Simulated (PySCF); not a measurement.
# Ge (germanium, neutral) across methods

[Ar] 3d10 4s1 4p2 4d1, one real determinant (an excited configuration). All numbers are calculated (PySCF 2.14, scalar relativity through the core potential, in aug-cc-pVTZ-PP with ECP10MDF (6s5p4d2f, 55 functions)). The B2PLYP total includes its PT2 part (frozen core); its orbital energies are those of the SCF part.

| method | E (hartree) | mean ε 4s α (eV) | mean ε 4p α (eV) | mean ε 4d α (eV) | Σ⟨r²⟩ (bohr²) | ⟨S²⟩ |
| --- | --- | --- | --- | --- | --- | --- |
| PBE0 | -294.0285 | -17.981 | -8.784 | -0.484 | 59.79 | 6.001 |
| LDA | -293.5741 | -16.525 | -7.660 | -0.103 | 59.27 | 6.001 |
| MN15 | -294.4253 | -17.966 | -8.838 | -0.053 | 57.45 | 6.001 |
| B2PLYP | -293.6742 | -19.552 | -9.767 | -0.623 | 60.31 | 6.001 |
| r2SCAN | -293.9501 | -17.040 | -8.058 | -0.070 | 59.80 | 6.002 |
| PBE | -294.0580 | -16.298 | -7.597 | -0.157 | 59.75 | 6.001 |
| PBEsol | -293.7446 | -16.344 | -7.596 | -0.113 | 59.51 | 6.001 |

(1) Estimate the same row for UHF.

⟨L²⟩ = 7.95 against 12 for a pure F term, so this real determinant mixes terms. Energies and moments cover only the electrons outside the core potential. The outer electron is Rydberg-like, and this basis confines it to a smaller radius and binds it less than a complete one would.

Results:

(1) E (hartree) = -292.94391; mean ε 4s α (eV) = -22.444; mean ε 4p α (eV) = -11.906; mean ε 4d α (eV) = -1.186; Σ⟨r²⟩ (bohr²) = 60.74; ⟨S²⟩ = 6.002.
